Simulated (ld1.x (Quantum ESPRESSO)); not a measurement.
u(r) = r·R(r): atom against pseudo-atom (B (Z = 5))

Columns: radius, all-electron u(r) and pseudo u(r) of the 2s shell (level -9.85 eV) of boron in the configuration [He] 2s1 2p2; PBEsol, scalar-relativistic, RRKJ scheme, ld1.x (Quantum ESPRESSO) 7.5.

```csv
r (bohr),all-electron,pseudo
0.132,0.2983,-0.0542
0.265,0.2558,-0.1128
0.398,0.0912,-0.1794
0.530,-0.0986,-0.2569
0.663,-0.2763,-0.3474
0.795,-0.4243,-0.4458
0.928,-0.5418,-0.5436
1.060,-0.6277,-0.6262
1.193,-0.6862,-0.6858
1.325,-0.7205,-0.7205
1.458,-0.7354,-0.7354
1.590,-0.7346,-0.7346
1.723,-0.7218,-0.7218
1.855,-0.7001,-0.7001
1.988,-0.6718,-0.6718
2.120,-0.6393,-0.6393
2.252,-0.6041,-0.6041
2.385,-0.5671,-0.5671
2.518,-0.5296,-0.5296
2.650,-0.4927,-0.4927
2.782,-0.4566,-0.4566
2.915,-0.4214,-0.4214
3.048,-0.3878,-0.3878
3.180,-0.3562,-0.3562
3.312,-0.3264,-0.3264
3.445,-0.2983,-0.2983
```

Q: How many radial nodes do the two functions have?

A: The all-electron 2s function has n − l − 1 = 1; the pseudo-wave has 0, since the states of the same l below it are removed with the core.

Q: At about which radius was the pseudo-wave matched?

A: 1.40 bohr. The columns agree to 0.0005 from 1.19 bohr on; several derivatives are matched, so the curves merge somewhat inside the radius.

Q: Is the pseudo-wave norm-conserving?

A: Yes: the RRKJ scheme keeps the norm inside the radius equal to the all-electron one, which fixes the energy derivative of the logarithmic derivative at the level.
